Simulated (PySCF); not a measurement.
**Quadrupolar nuclei of `C=CC/C(=C\CC)C(C)=O` in NMR**

C9H14O.
SMILES with atom numbers: `[CH2:1]=[CH:2][CH2:3]/[C:4](=[CH:5]\[CH2:6][CH3:7])[C:8]([CH3:9])=[O:10]` (hydrogens: H11, H12 on C1; H13 on C2; H14, H15 on C3; H16 on C5; H17, H18 on C6; H19, H20, H21 on C7; H22, H23, H24 on C9)

Geometry (GFN2-xTB, Å), atoms numbered from 1 in this order:
```
atom  x, y, z in Å
C1     1.968   -2.343    0.612
C2     1.943   -1.024    0.585
C3     1.630   -0.201   -0.627
C4     0.473    0.727   -0.348
C5    -0.788    0.289   -0.261
C6    -1.217   -1.130   -0.434
C7    -2.711   -1.255   -0.709
C8     0.842    2.152   -0.164
C9    -0.229    3.104    0.322
O10    1.966    2.547   -0.391
H11    2.205   -2.892    1.508
H12    1.763   -2.933   -0.267
H13    2.156   -0.453    1.479
H14    1.408   -0.852   -1.475
H15    2.498    0.416   -0.873
H16   -1.589    0.984   -0.052
H17   -0.652   -1.593   -1.246
H18   -0.962   -1.683    0.477
H19   -3.291   -0.848    0.117
H20   -2.978   -0.717   -1.616
H21   -2.986   -2.299   -0.837
H22    0.223    4.077    0.499
H23   -1.005    3.208   -0.433
H24   -0.677    2.740    1.242
```

Computed at PBE0/pcSseg-1 (PySCF, non-relativistic):

```
atom    environment  nucleus  spin I    Q (b)  CQ = χzz (MHz)      η
 O10  ketone oxygen      17O     5/2  -0.0256          12.020  0.445
```

Q: PQ = |CQ|√(1 + η²/3), νQ = 3|CQ|/[2I(2I − 1)], ν0 = |g|·7.62259 MHz/T·B with g(17O) = −0.75752: values at 9.4 T?

A: 
| atom | PQ (MHz) | νQ (MHz) | ν0 (MHz) | νQ/ν0 |
| --- | --- | --- | --- | --- |
| O10 | 12.41 | 1.803 | 54.28 | 0.033 |

For O10: PQ = 12.02 × 1.0324, νQ = 12.02 × 0.1500, ν0 = 5.7742 MHz/T × 9.4 T.

Q: For half-integer spins with νQ below a tenth of ν0, find the second-order shift of the centre of gravity of the central transition at 9.4 and 14.1 T.

A: From −(3/40)(PQ/ν0)²[I(I + 1) − 3/4]/[I(2I − 1)]², which goes as 1/B² (ppm):

| site | 9.4 T | 14.1 T |
| --- | --- | --- |
| 17O at O10 | -314 | -139 |

Q: Take a correlation time of 8 ps, isotropic tumbling and extreme narrowing. What quadrupolar relaxation rates and linewidths follow?

A: 1/T1 = 1/T2 = (3π²/10)(2I + 3)/[I²(2I − 1)] × PQ² × τc; the width is 1/(πT2).

| site | spin factor (2I + 3)/[I²(2I − 1)] | 1/T1 (s⁻¹) | T1 (ms) | linewidth (Hz) |
| --- | --- | --- | --- | --- |
| 17O at O10 | 0.320 | 1170 | 0.857 | 372 |

Solvent, lattice and vibrations would change these gradients. One conformer (not necessarily the lowest) at the GFN2-xTB geometry, without solvent, vibrations or thermal averaging. GFN2-xTB bond lengths can be off by several hundredths of an ångström, more for odd bonds, and the gradients follow them. The basis is small and wasn't made for field gradients, so the couplings can be 20 % off.
